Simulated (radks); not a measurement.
Values are calculated unless marked as measured or tabulated.
Excited configurations of Mg I: one electron is placed in a higher orbital outside [Ne] 3s1. The ground configuration is [Ne] 3s2. Code: a radial shooting solver on a logarithmic mesh with Libxc functionals. Model: scalar-relativistic Kohn-Sham, r2SCAN, spin-polarised, spherical densities, finite nucleus; open shells are filled with parallel spins first; meta-GGA in the generalised Kohn-Sham scheme; Fermi nuclear charge, rms radius 3.057 fm. Excitation = E - E(ground); binding = E(ion) - E, where the ion is the core of charge +1; n* = 1/sqrt(2 binding) in atomic units, and the quantum defect is n - n*.

outer orbital,excitation (eV),binding (eV),n*,eigenvalue (eV),<r> (bohr)
3p,2.530,4.850,1.675,-2.448,4.037
3d,5.705,1.675,2.850,-0.682,9.121
4s,4.827,2.552,2.309,-1.570,8.326
4p,5.517,1.863,2.702,-1.109,10.66
5s,6.111,1.269,3.275,-0.798,16.53
6d,6.900,0.479,5.328,-0.302,43.68
6f,6.951,0.429,5.634,-0.268,46.31
7f,7.060,0.320,6.521,-0.209,64.88

The Delta-SCF ionisation energy is 7.380 eV (NIST Atomic Spectra Database: 7.646 eV, measured). Self-interaction in the functional shifts the binding energies and quantum defects, so they are the method's values and not measured ones.
